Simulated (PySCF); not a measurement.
PySCF job for difluoromethyl(methyl)silane (C2H6F2Si), SMILES C[SiH2]C(F)F, PBE-D3(BJ)/def2-SVP. Geometry: PBE-D3(BJ)/def2-SVP. The values are those of a single conformer.

```python
import numpy as np
from pyscf import gto, scf, dft, df
from pyscf.hessian import thermo

mol = gto.M(
    atom='''
    C     0.96935386   -1.75336417    0.00000004
    Si   -0.70869460   -0.90350673   -0.00000003
    C    -0.37548900    1.00139967   -0.00000001
    F     0.37254357    1.31760505   -1.11660632
    F     0.37254349    1.31760505    1.11660635
    H     1.54389814   -1.44795825    0.89710377
    H     0.87204084   -2.85683911    0.00000003
    H     1.54389820   -1.44795824   -0.89710366
    H    -1.51568271   -1.23249019   -1.22628997
    H    -1.51568279   -1.23249019    1.22628986
    H    -1.27571999    1.66172631   -0.00000004
    ''',
    basis='def2-SVP',
    charge=0,
    spin=0,
    max_memory=1600,
    verbose=3,
)
mf = dft.RKS(mol, xc='pbe').density_fit(auxbasis='def2-universal-jkfit')
mf.disp = 'd3bj'
mf.grids.level = 3
mf.conv_tol = 1e-11
mf.max_cycle = 100
mf.kernel()

# [left out here: the lines that compute and print the analytic Hessian (its translational invariance restored by hand, since the grid's response is missing), thermochemistry and intensities]
```

Output:

```
converged SCF energy = -568.243786093865

WARN: DFTD3 does not support analytical Hessian, using finite difference


WARN: Mole.unit (angstrom) is changed to Bohr

Mode                                 0                   1                   2
Irrep
Freq [cm^-1]                       67.7111            126.5725            130.7175
Reduced mass [au]                   3.9714              3.5693              1.0772
Force const [Dyne/A]                0.0107              0.0337              0.0108
Char temp [K]                      97.4212            182.1096            188.0733
Normal mode                   x     y     z       x     y     z       x     y     z
       0   C                -0.00 -0.00  0.14    0.03  0.18 -0.00   -0.00 -0.00 -0.00
       1  Si                 0.00  0.00 -0.05   -0.06  0.01  0.00    0.00 -0.00  0.01
       2   C                -0.00  0.00  0.01   -0.01 -0.01  0.00    0.00  0.00  0.02
       3   F                -0.09  0.07 -0.02    0.03 -0.08 -0.00   -0.01 -0.04 -0.01
       4   F                 0.09 -0.07 -0.02    0.03 -0.08  0.00    0.01  0.04 -0.01
       5   H                -0.10  0.01  0.20   -0.01  0.27 -0.00   -0.18 -0.44  0.26
       6   H                -0.00 -0.00  0.13    0.19  0.17 -0.00   -0.00 -0.00 -0.57
       7   H                 0.10 -0.01  0.20   -0.01  0.27  0.00    0.18  0.44  0.26
       8   H                 0.13  0.01 -0.13   -0.04 -0.03 -0.00    0.04  0.05 -0.03
       9   H                -0.13 -0.01 -0.13   -0.04 -0.03  0.00   -0.04 -0.05 -0.03
      10   H                -0.00 -0.00  0.13    0.06  0.08 -0.00   -0.00 -0.00 -0.00
Mode                                 3                   4                   5
Irrep
Freq [cm^-1]                      215.4148            349.3036            483.3709
Reduced mass [au]                   3.5877              6.2965              1.1314
Force const [Dyne/A]                0.0981              0.4526              0.1558
Char temp [K]                     309.9340            502.5702            695.4630
Normal mode                   x     y     z       x     y     z       x     y     z
       0   C                 0.00  0.00 -0.01   -0.01  0.01  0.00    0.00 -0.00 -0.01
       1  Si                -0.00 -0.00 -0.06   -0.07 -0.11 -0.00    0.00  0.00 -0.06
       2   C                -0.00 -0.00  0.09    0.04 -0.04 -0.00    0.00 -0.00  0.02
       3   F                -0.04 -0.11  0.02    0.04  0.09  0.04   -0.01 -0.02  0.01
       4   F                 0.04  0.11  0.02    0.04  0.09 -0.04    0.01  0.02  0.01
       5   H                 0.01  0.12 -0.05   -0.06  0.13 -0.01   -0.31  0.10  0.16
       6   H                 0.00  0.00  0.14    0.20 -0.00  0.00    0.00 -0.00  0.14
       7   H                -0.01 -0.12 -0.05   -0.06  0.13  0.01    0.31 -0.10  0.16
       8   H                 0.13  0.19 -0.19   -0.09 -0.06  0.00   -0.48 -0.01  0.27
       9   H                -0.13 -0.19 -0.19   -0.09 -0.06 -0.00    0.48  0.01  0.27
      10   H                 0.00  0.00  0.07   -0.01 -0.11 -0.00    0.00 -0.00  0.03
Mode                                 6                   7                   8
Irrep
Freq [cm^-1]                      521.3688            606.9015            642.3117
Reduced mass [au]                   5.9600              2.1712              1.1801
Force const [Dyne/A]                0.9545              0.4712              0.2869
Char temp [K]                     750.1337            873.1961            924.1435
Normal mode                   x     y     z       x     y     z       x     y     z
       0   C                -0.01 -0.01 -0.00    0.05 -0.01  0.00   -0.00  0.00  0.03
       1  Si                -0.01 -0.01  0.00   -0.04 -0.05 -0.00    0.00 -0.00 -0.05
       2   C                 0.12 -0.04  0.00   -0.02  0.16  0.00    0.00 -0.00  0.02
       3   F                -0.03  0.01 -0.13    0.01  0.01 -0.06   -0.02 -0.03  0.02
       4   F                -0.03  0.01  0.13    0.01  0.01  0.06    0.02  0.03  0.02
       5   H                -0.06  0.10 -0.01    0.09 -0.12  0.01    0.15 -0.06 -0.06
       6   H                 0.16 -0.02 -0.00   -0.13  0.00  0.00   -0.00  0.00 -0.10
       7   H                -0.06  0.10  0.01    0.09 -0.12 -0.01   -0.15  0.06 -0.06
       8   H                -0.06  0.13 -0.00    0.07 -0.33 -0.00    0.04 -0.61  0.09
       9   H                -0.06  0.13  0.00    0.07 -0.33  0.00   -0.04  0.61  0.09
      10   H                 0.08 -0.11  0.00    0.13  0.35  0.00   -0.00 -0.00  0.06
Mode                                 9                  10                  11
Irrep
Freq [cm^-1]                      676.2041            763.3005            854.3292
Reduced mass [au]                   2.3914              2.0156              1.2916
Force const [Dyne/A]                0.6443              0.6919              0.5554
Char temp [K]                     972.9071           1098.2195           1229.1895
[...]
       7   H                -0.06  0.14  0.04    0.00 -0.01 -0.00   -0.03  0.00 -0.01
       8   H                 0.20 -0.46  0.00    0.51  0.22 -0.41   -0.03  0.07 -0.01
       9   H                 0.20 -0.46 -0.00    0.51  0.22  0.41    0.03 -0.07 -0.01
      10   H                -0.01 -0.12  0.00    0.02  0.03  0.00    0.00 -0.00 -0.21
Mode                                15                  16                  17
Irrep
Freq [cm^-1]                     1076.9191           1215.0400           1272.3343
Reduced mass [au]                   6.4485              1.2514              1.3921
Force const [Dyne/A]                4.4063              1.0885              1.3277
Char temp [K]                    1549.4469           1748.1720           1830.6058
Normal mode                   x     y     z       x     y     z       x     y     z
       0   C                -0.01  0.01 -0.00   -0.12  0.06 -0.00   -0.01 -0.00 -0.00
       1  Si                 0.00 -0.02  0.00    0.01 -0.01  0.00    0.01  0.01  0.00
       2   C                 0.20  0.08  0.00   -0.00  0.01 -0.00   -0.04 -0.14 -0.00
       3   F                -0.07 -0.02  0.07    0.00 -0.00 -0.00   -0.01  0.02  0.00
       4   F                -0.07 -0.02 -0.07    0.00 -0.00  0.00   -0.01  0.02 -0.00
       5   H                 0.01 -0.02  0.01    0.37 -0.31 -0.17    0.05 -0.00 -0.04
       6   H                -0.02  0.01  0.00    0.51 -0.01  0.00    0.06 -0.01  0.00
       7   H                 0.01 -0.02 -0.01    0.37 -0.31  0.17    0.05 -0.00  0.04
       8   H                -0.03  0.03  0.01   -0.01  0.02  0.01   -0.01 -0.00  0.02
       9   H                -0.03  0.03 -0.01   -0.01  0.02 -0.01   -0.01 -0.00 -0.02
      10   H                 0.25  0.16 -0.00   -0.06 -0.06 -0.00    0.54  0.62 -0.00
Mode                                18                  19                  20
Irrep
Freq [cm^-1]                     1310.6441           1378.7701           1386.9009
Reduced mass [au]                   1.1196              1.0475              1.0493
Force const [Dyne/A]                1.1331              1.1732              1.1892
Char temp [K]                    1885.7251           1983.7432           1995.4416
Normal mode                   x     y     z       x     y     z       x     y     z
       0   C                 0.00 -0.00  0.00   -0.00 -0.00 -0.06   -0.03 -0.05  0.00
       1  Si                -0.00  0.00  0.00   -0.00 -0.00 -0.01   -0.00 -0.01  0.00
       2   C                 0.00 -0.00 -0.08    0.00  0.00 -0.01    0.01  0.01  0.00
       3   F                 0.02 -0.01 -0.00   -0.00 -0.00  0.00   -0.00 -0.00  0.00
       4   F                -0.02  0.01 -0.00    0.00  0.00  0.00   -0.00 -0.00 -0.00
       5   H                -0.00  0.01 -0.00    0.09 -0.46  0.05    0.37  0.36 -0.38
       6   H                 0.00  0.00 -0.03   -0.00 -0.00  0.71   -0.35 -0.01 -0.00
       7   H                 0.00 -0.01 -0.00   -0.09  0.46  0.05    0.37  0.36  0.38
       8   H                -0.00  0.03 -0.01   -0.02  0.00  0.00    0.00  0.02 -0.01
       9   H                 0.00 -0.03 -0.01    0.02 -0.00  0.00    0.00  0.02  0.01
      10   H                -0.00  0.00  0.94   -0.00 -0.00  0.03   -0.02 -0.03 -0.00
Mode                                21                  22                  23
Irrep
Freq [cm^-1]                     2164.9442           2172.2355           2945.6424
Reduced mass [au]                   1.0303              1.0517              1.0859
Force const [Dyne/A]                2.8451              2.9238              5.5515
Char temp [K]                    3114.8727           3125.3633           4238.1236
Normal mode                   x     y     z       x     y     z       x     y     z
       0   C                 0.00 -0.00  0.00   -0.00  0.00  0.00   -0.00  0.00  0.00
       1  Si                -0.03 -0.01  0.00    0.00  0.00  0.04    0.00  0.00 -0.00
       2   C                 0.00  0.00  0.00   -0.00 -0.00  0.00    0.06 -0.05  0.00
       3   F                -0.00 -0.00  0.00    0.00 -0.00 -0.00    0.00  0.00 -0.00
       4   F                -0.00 -0.00 -0.00   -0.00  0.00 -0.00    0.00  0.00  0.00
       5   H                -0.00  0.00  0.00    0.00  0.00  0.00    0.00  0.00  0.00
       6   H                -0.00 -0.00 -0.00    0.00  0.00 -0.00   -0.00 -0.00 -0.00
       7   H                -0.00  0.00 -0.00   -0.00 -0.00  0.00    0.00  0.00 -0.00
       8   H                 0.37  0.15  0.57   -0.37 -0.15 -0.56   -0.00 -0.00 -0.00
       9   H                 0.37  0.15 -0.57    0.37  0.15 -0.56   -0.00 -0.00  0.00
      10   H                -0.01 -0.00 -0.00    0.00  0.00 -0.00   -0.76  0.57 -0.00
Mode                                24                  25                  26
Irrep
Freq [cm^-1]                     2984.6652           3087.8594           3091.5415
Reduced mass [au]                   1.0347              1.1025              1.1033
Force const [Dyne/A]                5.4306              6.1936              6.2132
Char temp [K]                    4294.2687           4442.7422           4448.0399
Normal mode                   x     y     z       x     y     z       x     y     z
       0   C                -0.04  0.02  0.00    0.00  0.00  0.09   -0.04 -0.08  0.00
       1  Si                 0.00 -0.00  0.00    0.00  0.00  0.00   -0.00 -0.00  0.00
       2   C                -0.00  0.00  0.00    0.00 -0.00  0.00   -0.00  0.00  0.00
       3   F                 0.00 -0.00 -0.00    0.00 -0.00 -0.00    0.00 -0.00 -0.00
       4   F                 0.00 -0.00  0.00   -0.00  0.00 -0.00    0.00 -0.00  0.00
       5   H                 0.29  0.16  0.47   -0.35 -0.19 -0.54    0.19  0.09  0.31
       6   H                -0.06 -0.55 -0.00   -0.00 -0.00  0.02    0.06  0.78  0.00
       7   H                 0.29  0.16 -0.47    0.35  0.19 -0.54    0.19  0.09 -0.31
       8   H                -0.00  0.00  0.00   -0.00  0.00 -0.00    0.00  0.00  0.00
       9   H                -0.00  0.00 -0.00    0.00 -0.00 -0.00    0.00  0.00 -0.00
      10   H                 0.01 -0.00  0.00   -0.00 -0.00 -0.00    0.00  0.00 -0.00
temperature 298.1500 [K]
pressure 101325.00 [Pa]
Rotational constants [GHz] 5.27132 2.53322 2.43339
Symmetry number 1
Zero-point energy (ZPE) 0.07367 [Eh]   193417.605 [J/mol]
                           tot       elec      trans        rot        vib
Entropy [J/mol/K]       347.528      0.000    165.691    111.691     70.146
Cv [J/mol/K]            101.201      0.000     12.472     12.472     76.258
Cp [J/mol/K]            109.516      0.000     20.786     12.472     76.258
Internal energy [J/mol]                      3718.434   3718.434 204716.301
Internal energy [Eh]   -568.16298  -568.24379
Enthalpy [J/mol]                             6197.391   3718.434 204716.301
Enthalpy [Eh]          -568.16204
Gibbs free energy [J/mol]                  -43203.281 -29582.129 183802.182
Gibbs free energy [Eh] -568.20150
mode   freq/cm-1   IR/(km/mol)
   1       67.71         0.735
   2      126.57         4.190
   3      130.72         0.245
   4      215.41         0.800
   5      349.30        14.105
   6      483.37         8.657
   7      521.37         6.062
   8      606.90        18.559
   9      642.31        27.139
  10      676.20         1.338
  11      763.30        25.974
  12      854.33        19.897
  13      872.42       162.716
  14      912.41        71.894
  15     1027.06       145.704
  16     1076.92        79.852
  17     1215.04        15.391
  18     1272.33        37.101
  19     1310.64         4.227
  20     1378.77         4.316
  21     1386.90         4.867
  22     2164.94        81.245
  23     2172.24       117.296
  24     2945.64        47.718
  25     2984.67         1.326
  26     3087.86         0.613
  27     3091.54         0.765
max |gradient| / (hartree/bohr): 0.0002586224510740311
APT charges: [-0.3391  1.018   0.798  -0.5027 -0.5027  0.0369  0.0314  0.0369 -0.2507
 -0.2507 -0.075 ]
```

Self-consistency was reached.

Cost: about 80 core-seconds (a rough figure).
